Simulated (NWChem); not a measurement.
Two isomers of C3H6OSi, each optimised at B3LYP/6-31G* with NWChem. Flexible species stand in one conformer each, which need not be the lowest. Pople sets run with spherical d functions.

A: [SiH3]C1=COC1
B: C1(=CCO1)[SiH3]

Task: Which is lower in energy, by how much, and how do their other properties compare?

Result: A is lower by 4.1 kcal/mol in electronic energy; with zero-point energies, B − A = 3.6 kcal/mol.
```json
[
 {"": "highest occupied level (eV)", "A": "-6.30", "B": "-6.15"},
 {"": "orbital gap (eV)", "A": "6.33", "B": "6.04"},
 {"": "dipole (D)", "A": "0.36", "B": "1.56"},
 {"": "highest harmonic frequency (cm⁻¹)", "A": "3232", "B": "3292"},
 {"": "zero-point energy (kcal/mol)", "A": "49.5", "B": "49.1"}
]
```
